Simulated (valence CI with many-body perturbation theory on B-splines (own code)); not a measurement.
## Sensitivity of CI+MBPT for Cr¹⁸⁺

Calculated by configuration interaction combined with many-body perturbation theory (CI+MBPT): four valence electrons over a frozen Dirac-Fock core [He], a basis of 6 s, 6 p, 5 d, 3 f, 1 g functions for each j, with the one-electron correlation potential Σ1, the two-electron term Σ2, the three-electron term Σ3, Breit, model QED; selected CI, second order for the rest, scaled by the run's own slope (own B-spline code, finite nucleus).

No measured levels were compared; by estimate levels of excited configurations hold to 0.05 to 0.15 % of their energy, terms of the ground configuration to about 0.5 %.

The reference run has the lowest level 2s2 2p2 3P_0 and an ionisation energy of 1396.01 eV. Its largest variational space holds 11527 state functions.

Reference levels: 2s2 2p2 3P_1 47784, 2s2 2p2 3P_2 82503, 2s2 2p2 1D_2 184962, 2s2 2p2 1S_0 299522, 2s 2p3 5S°_2 402765, 2s 2p3 3D°_2 671772, 2s 2p3 3D°_1 672852, 2s 2p3 3D°_3 686979, 2s 2p3 3P°_0 789281, 2s 2p3 3P°_1 794197, 2s 2p3 3P°_2 804839, 2s 2p3 3S°_1 960253 cm⁻¹.

(1) Rank these changes by the mean size of the shift of these levels, smallest first.
A. hole-hole ladder in Σ2 on → off
B. size limit of the variational space 10000 → 1500; three-electron term on → off; second order for the rest on → off
C. scale of Σ1 1 → 0

Answers

(1) A (48 cm⁻¹), C (810 cm⁻¹), B (2100 cm⁻¹).
